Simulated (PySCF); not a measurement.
A structure optimised at B3LYP-D3(BJ)/def2-TZVPD, used in a PySCF frequency run:

```xyz
2

Sr     0.0000     0.0000    -0.8047
Cl     0.0000     0.0000     1.7988
```
Charge 0, spin multiplicity 2.

**Question.** Write its SMILES, formula and point group.

**Answer.** [Cl][Sr], ClSr, C∞v

**Question.** What are its rotational constants (standard atomic weights)?

**Answer.** 2.9540 GHz (linear rotor, B only)
